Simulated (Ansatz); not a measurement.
One change: `C#C[SiH2]C#N` becomes `C#C[SiH2]S[SiH3]`.

Ansatz, PBE0-D4/def2-TZVP geometries, multiplicity 1. Each molecule was computed in one conformer, which needn't be the lowest.

```
                                          property  `C#C[SiH2]C#N`
    size of the dipole moment (PBE/def2-TZVPP) / D            3.68
               HOMO–LUMO gap (PBE/def2-TZVPP) / eV            5.71
size of the dipole moment (ωB97M-V/def2-TZVPP) / D            3.79
               HOMO energy (B3LYP/def2-TZVPP) / eV           -8.67
                LUMO energy (PBE0/def2-TZVPP) / eV           -1.03
                HOMO energy (PBE0/def2-TZVPP) / eV           -8.92
```

Q: What does the change do to each property? (Estimate.)

A: The calculation gave: 
```tsv
property	`C#C[SiH2]S[SiH3]`	shift
size of the dipole moment (PBE/def2-TZVPP) / D	1.32	-2.36
HOMO–LUMO gap (PBE/def2-TZVPP) / eV	4.74	-0.97
size of the dipole moment (ωB97M-V/def2-TZVPP) / D	1.43	-2.36
HOMO energy (B3LYP/def2-TZVPP) / eV	-7.31	1.36
LUMO energy (PBE0/def2-TZVPP) / eV	-0.74	0.29
HOMO energy (PBE0/def2-TZVPP) / eV	-7.56	1.36
```

With PBE0 the HOMO rises by 1.36 eV and the LUMO rises by 0.29 eV, so the gap narrows by about 1.07 eV. PBE moves the HOMO by 1.31 eV and ωB97M-V by 1.44 eV. Dipoles are sizes alone; their direction can turn.

B3LYP here is the variant with VWN-RPA as its local correlation; programs differ in this.
